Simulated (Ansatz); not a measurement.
CH6FNOSi can be A, `N[SiH2]OCF`, or B, `NC(O)(F)[SiH3]`.

Computed with Ansatz on PBE0-D4/def2-TZVP structures; ΔE is electronic, products minus reactants. CBS: MP2 limit from def2 TZ/QZ plus the TZ coupled-cluster correction, frozen cores. DFT in def2-TZVPP. B3LYP here is the variant with VWN-RPA as its local correlation; programs differ in this. One conformer a species, not always the lowest.

**Question.** Which isomer does CCSD(T)/CBS put lower? Give the gap. (An estimate is asked.)

**Answer.** The calculation gave: A, by 209.9 kJ/mol.

**Question.** Give E(B) − E(A) in kJ/mol with B3LYP, HF/def2-TZVPP, r2SCAN-D4, MP2/def2-TZVPP, CCSD/def2-TZVPP, CCSD(T)/def2-TZVPP, CCSD(T)/def2-SVP. (An estimate is asked.)

**Answer.** The calculation gave: B3LYP 209.6, HF/def2-TZVPP 233.1, r2SCAN-D4 200.4, MP2/def2-TZVPP 216.6, CCSD/def2-TZVPP 212.4, CCSD(T)/def2-TZVPP 207.6, CCSD(T)/def2-SVP 172.7. None reverses the order clearly.

**Question.** Does the order hold for the free energy at 298.15 K (harmonic terms from PBE0-D4)? (Estimate.)

**Answer.** The calculation gave: Yes: G(B) − G(A) = +204.2 kJ/mol, for one conformer each. Modes under 60 cm⁻¹, often nearly free rotors, make the harmonic entropy too high.

Largest T1 diagnostic: 0.012.

At CCSD(T), def2-SVP lies −37.2 kJ/mol from the extrapolated value and def2-TZVPP −2.3 kJ/mol. Leaving LDA and LC-ωPBE aside and taking each functional with its dispersion term where it has one, the values, not all of them listed here, spread over 38.1 kJ/mol, from revPBE-D4 to BHLYP-D4. LDA lies −7.9 kJ/mol from PBE without D4.
